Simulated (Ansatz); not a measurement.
C₃H₆AlN. The species carries charge 0 and has multiplicity 1. The bonds changed during the relaxation, so this is another structure than the one it started from. The structure was optimised at the PBE0-D4/def2-TZVP level.

```xyz
11

C    -1.471   -0.297   -0.362
C     0.013   -0.124   -0.406
Al    1.143    1.341    0.296
C     0.835   -1.203    0.020
N     1.034   -0.516    1.068
H    -1.827   -0.252   -1.398
H    -1.951    0.530    0.167
H    -1.804   -1.243    0.072
H     0.395    2.492    1.095
H     2.585    1.515   -0.333
H     1.048   -2.244   -0.218
```

**Question.** What is the dipole moment at B3LYP/def2-TZVPP? (Estimate.)

**Answer.** Ansatz gave: 3.52 D, with components (-1.72, -2.67, -1.52) D in this frame, pointing from negative to positive charge.

**Question.** And with PBE, r2SCAN, ωB97M-V? (Best estimate.)

**Answer.** Computed: PBE 3.44 D, r2SCAN 3.56 D, ωB97M-V 3.58 D.

**Question.** Give the Mulliken charges with B3LYP, ωB97M-V, r2SCAN in def2-TZVPP. (An estimate is asked.)

**Answer.** The calculation gave: 
```json
{"atom": "C1", "B3LYP": "-0.25", "ωB97M-V": "-0.30", "r2SCAN": "-0.16"}
{"atom": "C2", "B3LYP": "-0.07", "ωB97M-V": "-0.10", "r2SCAN": "-0.10"}
{"atom": "Al3", "B3LYP": "0.38", "ωB97M-V": "0.32", "r2SCAN": "0.43"}
{"atom": "C4", "B3LYP": "0.06", "ωB97M-V": "0.07", "r2SCAN": "0.15"}
{"atom": "N5", "B3LYP": "-0.24", "ωB97M-V": "-0.23", "r2SCAN": "-0.27"}
{"atom": "H6", "B3LYP": "0.10", "ωB97M-V": "0.12", "r2SCAN": "0.07"}
{"atom": "H7", "B3LYP": "0.11", "ωB97M-V": "0.12", "r2SCAN": "0.07"}
{"atom": "H8", "B3LYP": "0.09", "ωB97M-V": "0.11", "r2SCAN": "0.05"}
{"atom": "H9", "B3LYP": "-0.17", "ωB97M-V": "-0.14", "r2SCAN": "-0.18"}
{"atom": "H10", "B3LYP": "-0.16", "ωB97M-V": "-0.13", "r2SCAN": "-0.18"}
{"atom": "H11", "B3LYP": "0.16", "ωB97M-V": "0.16", "r2SCAN": "0.12"}
```

B3LYP here is the variant with VWN-RPA as its local correlation; programs differ in this.
